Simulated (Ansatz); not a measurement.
A run for Ansatz (a quantum-chemistry and plane-wave program): U-CCSD(T)/def2-SVP on H2Zn (SMILES [ZnH2]), a point of a bond scan (R = 1.235 Å).

Ansatz 0.2 input:
```yaml
crystal:
  periodic: [false, false, false]
  atoms:
    - {symbol: Zn, position_ang: [0.00000000, 0.00000000, 0.00000000]}
    - {symbol: H, position_ang: [0.00000000, 0.00000000, 1.23523658]}
    - {symbol: H, position_ang: [-0.00000000, -0.00000000, -1.54404572]}
basis:
  gaussian:
    orbitals: def2-SVP
correlation: {method: ccsd_t, electrons: outside_noble_gas}
scf: {omitted_lower_state_checks: [cluster_reference]}
magnetization: {spin_polarized: true, initial_magnetization: 0}
```

Q: What total energy does the run end on?

A: -1778.9619 hartree (reference determinant -1778.6376, T1 diagnostic 0.012).
